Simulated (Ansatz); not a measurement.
A nudged elastic band was laid between two geometries of C2H8AsNO2 (14 atoms, charge 0, multiplicity 1).

Computed with Ansatz 0.2.0, RHF/def2-mTZVP.

```
movable images  : 7
climbing image  : yes
spring          : 5.0 eV/Å²
optimiser       : quadratic models (default)
start path      : through a guess of the saddle point
force threshold : 0.05 eV/Å
iteration limit : 37
end points      : relaxed
```

Initial state:

```xyz
14
Properties=species:S:1:pos:R:3
O -0.324 -2.706 1.022
C 0.321 -1.935 0.084
O 0.106 -0.590 0.364
C 0.699 0.302 -0.548
N 0.402 1.653 -0.216
As -1.360 2.181 -0.353
H -1.242 -2.476 1.037
H -0.031 -2.158 -0.922
H 1.375 -2.180 0.149
H 1.775 0.162 -0.542
H 0.335 0.092 -1.549
H 0.852 1.925 0.634
H -1.098 3.664 -0.217
H -1.822 2.036 1.086
```

Final state:

```xyz
14
Properties=species:S:1:pos:R:3
O -0.314 -2.662 0.969
C 0.211 -1.827 0.011
O 0.195 -0.520 0.481
C 0.710 0.431 -0.415
N 0.619 1.748 0.113
As -0.984 2.624 0.327
H -1.178 -2.359 1.207
H -0.353 -1.887 -0.919
H 1.226 -2.161 -0.174
H 1.752 0.200 -0.618
H 0.166 0.386 -1.353
H 1.217 1.872 0.904
H -1.365 2.657 -1.138
H -1.916 1.466 0.635
```

(1) What changes between the two ends?

(2) What energy profile does the band end with?

(3) What is the geometry of the highest image?

Results:

(1) No bond is made or broken. The height of As6 over the plane of its neighbours goes from -0.81 to 0.81 Å.

(2) It converged. The highest image is number 4 of 0 to 8, 2.16 eV above the first end and 2.16 eV above the last; the last end lies 0.01 eV above the first. Neighbouring images differ by up to 1.3 eV, so the band resolves the path poorly. A vibrational analysis at the climbing image gives one clearly imaginary mode, 1210i cm⁻¹: a first-order saddle point.

| image | path coordinate (Å) | energy (eV) | height of As6 over the plane of its neighbours (Å) |
| --- | --- | --- | --- |
| 0 | 0.00 | 0.00 | -0.81 |
| 1 | 0.41 | 0.01 | -0.80 |
| 2 | 0.81 | 0.10 | -0.74 |
| 3 | 1.22 | 0.86 | -0.45 |
| 4 | 1.62 | 2.16 | 0.00 |
| 5 | 2.00 | 1.01 | 0.41 |
| 6 | 2.37 | 0.18 | 0.70 |
| 7 | 2.74 | 0.03 | 0.78 |
| 8 | 3.11 | 0.01 | 0.81 |

(3) 
```xyz
14
Properties=species:S:1:pos:R:3
O -0.326 -2.692 0.985
C 0.270 -1.909 0.024
O 0.286 -0.586 0.455
C 0.781 0.335 -0.479
N 0.556 1.676 -0.048
As -1.128 2.306 0.070
H -1.190 -2.352 1.169
H -0.258 -1.974 -0.925
H 1.277 -2.288 -0.107
H 1.851 0.190 -0.596
H 0.300 0.187 -1.437
H 1.128 1.922 0.730
H -1.470 3.397 -0.845
H -2.091 1.759 1.032
```

Run time: 17 min on 2 threads of Arm Neoverse V1, with other jobs on the host, peak memory 0.51 GiB.
